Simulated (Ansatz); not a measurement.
Geometry optimisation, Ansatz 0.2.0, UKS B3LYP-D4/def2-SVP.

Input file:

```yaml
crystal:
  periodic: [false, false, false]
  atoms:
    - { symbol: Ga, position_ang: [-0.637339, -0.881268, -0.170966] }
    - { symbol: Br, position_ang: [0.216693, 0.437569, -1.987549] }
    - { symbol: H, position_ang: [0.306931, -2.062151, 0.210281] }
    - { symbol: H, position_ang: [-2.039397, -0.404238, 0.317241] }
    - { symbol: H, position_ang: [1.169433, 1.586136, 0.387266] }
    - { symbol: F, position_ang: [0.983679, 1.323952, 1.243826] }
magnetization:
  spin_polarized: true
basis:
  gaussian: { orbitals: def2-SVP }
hamiltonian:
  xc: b3lyp
  dispersion: d4
relax:
  f_tol: 0.03
  max_steps: 50
```

Launched with:

```bash
$ ansatz run input.yaml --threads 2 --pin off --max-ram 3072MiB --backend cpu --events-out ev --progress --plain --runs-dir out
```

Task: Where does it end, and by what steps?

Result: The run converged. After 6 steps the energy has fallen by 0.312 eV; F6 moved furthest, 0.54 Å.

| step | energy less start (eV) | largest force component (eV/Å) | accepted |
| --- | --- | --- | --- |
| 0 | 0.0000 | 1.038 | yes |
| 1 | -0.1265 | 0.171 | yes |
| 2 | -0.2397 | 0.333 | yes |
| 3 | -0.2927 | 0.354 | yes |
| 4 | -0.3009 | 0.280 | yes |
| 5 | -0.3112 | 0.083 | yes |
| 6 | -0.3118 | 0.012 | yes |

```xyz
6
Properties=species:S:1:pos:R:3
Ga -0.465 -0.652 -0.018
Br 0.331 0.587 -1.913
H 0.409 -1.902 0.293
H -1.911 -0.252 0.397
H 0.936 1.303 0.199
F 0.699 0.917 1.041
```

Whether the end is a true minimum wasn't checked by a vibrational analysis.

The run took 16 s on 2 threads of Intel(R) Xeon(R) 6975P-C (Granite Rapids) (shared host), peak memory 0.32 GiB.
